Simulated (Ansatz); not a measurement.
C₂H₄FNSi (`C[SiH](F)C#N`). Charge 0, multiplicity 1. All single points use the PBE0-D4/def2-TZVP geometry.

```xyz
9

C     0.441   -0.816    0.843
Si   -0.569   -0.009   -0.468
F    -2.042    0.292    0.054
C     0.181    1.633   -0.890
N     0.690    2.633   -1.151
H     0.012   -1.783    1.117
H     1.460   -0.982    0.483
H     0.491   -0.190    1.736
H    -0.665   -0.777   -1.724
```

Q: What is the dipole moment at r2SCAN/def2-TZVPP? (Best estimate.)

A: The calculation gave: 3.78 D, with components (0.25, -3.59, 1.15) D in this frame, pointing from negative to positive charge.

Q: And with PBE, B3LYP, ωB97M-V? (Estimate.)

A: Ansatz gave: PBE 3.72 D, B3LYP 3.79 D, ωB97M-V 3.78 D.

Q: Give the Mulliken charges with r2SCAN, B3LYP, ωB97M-V in def2-TZVPP. (Best estimate.)

A: Ansatz gave: 
```tsv
atom	r2SCAN	B3LYP	ωB97M-V
C1	-0.30	-0.38	-0.44
Si2	0.70	0.67	0.62
F3	-0.31	-0.31	-0.30
C4	-0.23	-0.27	-0.25
N5	-0.06	0.00	-0.02
H6	0.09	0.11	0.13
H7	0.09	0.12	0.13
H8	0.10	0.12	0.14
H9	-0.08	-0.07	-0.03
```

B3LYP here is the variant with VWN-RPA as its local correlation; programs differ in this.
